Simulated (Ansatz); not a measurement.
Ion pair family: binding per atom (eV) at several levels, gas phase, relaxed structures; Ansatz. Core potentials for I in the def2 sets, no spin–orbit coupling. Binding counts from free atoms in the multiplicity of their measured ground term, without zero-point energy. A dash marks a value that wasn't run or was left out as unsound. The structures are stationary points that may keep the symmetry of their start. Correlated methods freeze inner cores and use unrestricted references for open shells.

| species | state | geometry | PBE-D4/def2-SVP | PBE-D4/def2-TZVP | r2SCAN-D4/def2-TZVP | PBE0-D4/def2-SVP | PBE0-D4/def2-TZVP | MP2/def2-SVP |
| --- | --- | --- | --- | --- | --- | --- | --- | --- |
| tetramethylammonium hexafluorophosphate (C4H12F6NP) | singlet | r2SCAN-D4/def2-SVP | 4.03 | 4.01 | 3.93 | 3.93 | 3.92 | 3.77 |
| 1-ethyl-3-methylimidazolium mesylate (C7H14N2O3S) | singlet | PBE-D4/def2-SVP | 4.37 | 4.37 | 4.23 | 4.24 | 4.24 | 4.01 |
| S-phenylphenoxathiinium bis(oxalato)borate (C22H13BO9S) | singlet | PBE-D4/def2-SVP | 5.73 | 5.62 | – | 5.54 | 5.44 | 5.32 |
| N-butylpyridinium chloride (C9H14ClN) | singlet | PBE-D4/def2-SVP | 4.55 | 4.50 | 4.38 | 4.47 | 4.41 | 4.24 |
| dimethylphenylsulfonium bromide (C8H11BrS) | singlet | PBE-D4/def2-SVP | 4.50 | 4.46 | 4.35 | 4.41 | 4.37 | 4.19 |
| N-butyl-N-methylpyrrolidinium iodide (C9H20IN) | singlet | PBE0-D4/def2-SVP | 4.15 | 4.11 | 4.04 | 4.11 | 4.07 | 3.90 |
| N-butylpyridinium tetrafluoroborate (C9H14BF4N) | singlet | r2SCAN-D4/def2-SVP | 4.77 | 4.70 | 4.58 | 4.67 | 4.60 | 4.49 |
| dimethylphenylsulfonium 2,4-difluorobenzenesulfonate (C14H14F2O3S2) | singlet | PBE-D4/def2-SVP | 4.88 | 4.85 | 4.69 | 4.73 | 4.71 | 4.50 |
| tetramethylammonium benzoate (C11H17NO2) | singlet | PBE-D4/def2-SVP | 4.67 | 4.61 | 4.48 | 4.57 | 4.51 | 4.36 |
| tri-p-tolylsulfonium bromide (C21H21BrS) | singlet | PBE-D4/def2-SVP | 5.06 | 4.99 | 4.85 | 4.96 | 4.89 | 4.74 |
